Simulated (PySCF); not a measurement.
C3H5, SMILES [CH]1CC1, multiplicity 2. Atoms are numbered in the order given.

```xyz
8

C      0.1669    -0.8676     0.0000
C     -0.0305     0.3621     0.7662
C     -0.0305     0.3621    -0.7662
H     -0.3493    -1.8144     0.0000
H     -0.9665     0.5126     1.2958
H      0.8236     0.8247     1.2507
H      0.8236     0.8247    -1.2507
H     -0.9665     0.5126    -1.2958
```
Charge 0, spin multiplicity 2.

Geometry optimised at B3LYP-D3(BJ)/def2-TZVP.

All values below come from PBE/pcH-1 run with PySCF.

Unrestricted Kohn–Sham, ⟨S²⟩ = 0.753. Hyperfine tensors hold the contact and dipolar terms, without spin-orbit corrections.

Computed hyperfine couplings:
| nucleus | A(iso) (MHz) | A(iso) (G) | dipolar principal values (MHz) |
|---|---|---|---|
| 13C no. 1 | 254.7 | 90.9 | -75.5, -71.4, 147.0 |
| 13C no. 2 | -19.9 | -7.1 | -4.6, 0.1, 4.6 |
| 13C no. 3 | -19.9 | -7.1 | -4.6, 0.1, 4.6 |
| 1H no. 4 | -15.6 | -5.6 | -32.9, -3.3, 36.3 |
| 1H no. 5 | 56.5 | 20.2 | -5.3, -2.1, 7.3 |
| 1H no. 6 | 85.0 | 30.3 | -6.2, -4.0, 10.2 |
| 1H no. 7 | 85.0 | 30.3 | -6.2, -4.0, 10.2 |
| 1H no. 8 | 56.5 | 20.2 | -5.3, -2.1, 7.3 |

Q: And the g tensor (effective nuclear charges for spin-orbit coupling, GIAO)? (The exact figures need the calculation; the answer reports its results.)

A: principal values 2.0022, 2.0029, 2.0032; isotropic 2.0028.
